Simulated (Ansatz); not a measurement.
A CCSD(T) single point on CH5Al2N.

```yaml
crystal:
  periodic: [false, false, false]
  atoms:
    - {symbol: Al, position_ang: [-1.091215, 1.104361, 0.239865]}
    - {symbol: C, position_ang: [0.844885, 0.538722, -0.282163]}
    - {symbol: N, position_ang: [0.998537, -0.748183, -0.238149]}
    - {symbol: Al, position_ang: [-0.742405, -1.462287, 0.319575]}
    - {symbol: H, position_ang: [-1.856397, 1.707889, -1.026713]}
    - {symbol: H, position_ang: [-1.088169, 1.896875, 1.627576]}
    - {symbol: H, position_ang: [1.732298, 1.115813, -0.579485]}
    - {symbol: H, position_ang: [1.910082, -1.136758, -0.476411]}
    - {symbol: H, position_ang: [-0.619216, -3.062632, 0.398704]}
basis:
  gaussian: {orbitals: def2-TZVPP}
correlation: {method: ccsd_t}
output: {orbitals: {seedname: orbitals}}
```

```sh
$ ansatz run in.yaml --threads 2 --pin off --events-out ev --progress --plain --max-ram 4352MiB
```

Output of Ansatz, abridged:

```
Functional definition: HF
1271 factors; integrals over basis functions are off by at most 1.6e-3 eV
mean field evaluation 1: about -15755.1380 eV, gradient 2.8e1 eV
mean field evaluation 2: about -15755.3377 eV, gradient 2.8e1 eV
mean field evaluation 4: about -15757.7382 eV, gradient 4.0e0 eV
mean field evaluation 8: about -15757.8022 eV, gradient 2.3e-1 eV
mean field evaluation 16: about -15757.8026 eV, gradient 2.0e-6 eV
mean field -15757.80255182 eV, -579.0885627573 hartree, gradient 2.0e-6 eV, S^2 0.000000; 0 other end points of the search recorded, 0 dependent functions left out
12 core orbitals not correlated: weight in the atoms' cores, before any rotation towards them, 1.000 or more for the frozen orbitals, at most 0.000 for the correlated occupied ones
reference -15757.80255182 eV, -579.0885627573 hartree; 10, 10 occupied and 194, 194 virtual orbitals, 1271 factors
second order -14.01581695 eV of doubles, -0.00000000 eV of singles
cycle   1  -14.64418331 eV  change   -6.3e-1 eV  update   1.0e-1
cycle   2  -15.15295375 eV  change   -5.1e-1 eV  update   3.3e-2
cycle   3  -15.24602481 eV  change   -9.3e-2 eV  update   1.7e-2
cycle   4  -15.23503131 eV  change    1.1e-2 eV  update   5.2e-3
cycle   5  -15.23704849 eV  change   -2.0e-3 eV  update   2.3e-3
cycle   6  -15.23694337 eV  change    1.1e-4 eV  update   7.1e-4
cycle   7  -15.23671204 eV  change    2.3e-4 eV  update   2.3e-4
cycle   8  -15.23677990 eV  change   -6.8e-5 eV  update   9.3e-5
cycle   9  -15.23681253 eV  change   -3.3e-5 eV  update   2.8e-5
cycle  10  -15.23679159 eV  change    2.1e-5 eV  update   1.1e-5
perturbative correction -0.64588465 eV, -0.0237358232 hartree
Total energy: -15773.68522807 eV, -579.6722403436 hartree
```

Run time 61 s (2 threads of an Arm Neoverse V1 on a shared host); peak host memory 2.9 GiB.

The correlation energy is -15.883 eV, 4.1 % of it from (T); the T1 diagnostic reads 0.0154.
